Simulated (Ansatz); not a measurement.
Cost and result for the atomization energy of CH₈GaNSi (`C[SiH2][GaH][NH2]`) (12 atoms, 11 bonds).

| atom | x (Å) | y (Å) | z (Å) |
| --- | --- | --- | --- |
| C1 | -1.257 | -1.801 | 0.530 |
| Si2 | 0.069 | -0.929 | -0.481 |
| Ga3 | 0.811 | 1.128 | 0.521 |
| N4 | 0.955 | 2.591 | -0.549 |
| H5 | -1.545 | -2.744 | 0.060 |
| H6 | -2.151 | -1.181 | 0.621 |
| H7 | -0.894 | -2.019 | 1.537 |
| H8 | 1.242 | -1.841 | -0.634 |
| H9 | -0.445 | -0.672 | -1.860 |
| H10 | 1.199 | 1.385 | 2.022 |
| H11 | 0.744 | 2.591 | -1.533 |
| H12 | 1.273 | 3.492 | -0.235 |

The species carries charge 0 and has multiplicity 1. Correlated methods include outer-core shells of Ga, which these sets cover unevenly. Scalar relativity is left out up to krypton. The geometry is a stationary point of PBE0-D4/def2-TZVP. It is one conformer, not always the lowest. Program: Ansatz. All runs use 4 threads of an Arm Neoverse V1 on a shared host. Times are those of one run each, without the atoms' runs, and a repeat can differ threefold. Electronic energies, without spin–orbit coupling; frozen cores. CCSD(T)/CBS adds CCSD(T) − MP2 in def2-TZVPP to the MP2 limit, and its time is that of the two runs behind it. T1 = 0.014. With those shells the extrapolation isn't a true limit. B3LYP takes the VWN-RPA correlation (the form of Gaussian; ORCA's B3LYP/G).

CCSD(T)/CBS is a level of theory with its own doubt, some kJ/mol a heavy atom from the limit and from the frozen cores, so smaller differences don't rank the functionals.

```tsv
level	functions	atomization (kcal/mol)	difference from CCSD(T)/CBS	per bond
ωB97X-V/def2-TZVPP	264	919.9	2.6	0.2
MP2/def2-QZVPP	513	908.4	-8.9	-0.8
B3LYP-D4/def2-TZVPP (with forces)	264	913.5	-3.8	-0.3
revPBE-D4/def2-TZVPP	264	899.7	-17.6	-1.6
CCSD(T)/def2-SVP	118	858.8	-58.5	-5.3
PBE-D4/def2-TZVPP (with forces)	264	918.0	0.7	0.1
PBE-QIDH/def2-TZVPP	264	905.9	-11.4	-1.0
CCSD(T)/CBS(def2)	–	917.3	0.0	0.0
ωB97M-V/def2-TZVPP (with forces)	264	914.6	-2.7	-0.3
BHLYP-D4/def2-TZVPP	264	896.1	-21.2	-1.9
CCSD(T)/def2-TZVPP	264	895.0	-22.3	-2.0
CAM-B3LYP-D4/def2-TZVPP	264	918.2	0.9	0.1
B97M-V/def2-TZVPP	264	917.5	0.2	0.0
```

(1) Order the runs by time, with rough figures. (Best estimate.)

Results:

(1) Computed: revPBE-D4/def2-TZVPP 2.6 s; PBE-D4/def2-TZVPP (with forces) 2.9 s; BHLYP-D4/def2-TZVPP 4 s; CAM-B3LYP-D4/def2-TZVPP 4.5 s; B3LYP-D4/def2-TZVPP (with forces) 6 s; PBE-QIDH/def2-TZVPP 7 s; CCSD(T)/def2-SVP 8.5 s; ωB97X-V/def2-TZVPP 10 s; B97M-V/def2-TZVPP 11 s; ωB97M-V/def2-TZVPP (with forces) 15 s; MP2/def2-QZVPP 30 s; CCSD(T)/def2-TZVPP 3.8 min; CCSD(T)/CBS(def2) 4.3 min.

From BLYP to BHLYP (50 % exact exchange), in def2-TZVPP and without D4, the atomization energy moves by −6.4 kcal/mol: exact exchange takes away binding that semilocal exchange gives to molecules. Leaving LDA and LC-ωPBE aside and taking each functional with its dispersion term where it has one, the values spread over 23.8 kcal/mol, from BHLYP-D4 to ωB97X-V. LDA lies +114.7 kcal/mol from PBE without D4, its usual overbinding. The D4 term adds +9.0 kcal/mol with B3LYP and +4.7 kcal/mol with PBE0; it sums over pairs of atoms, weighted by their polarisabilities, and B3LYP, whose exchange is more repulsive, gets the larger term.
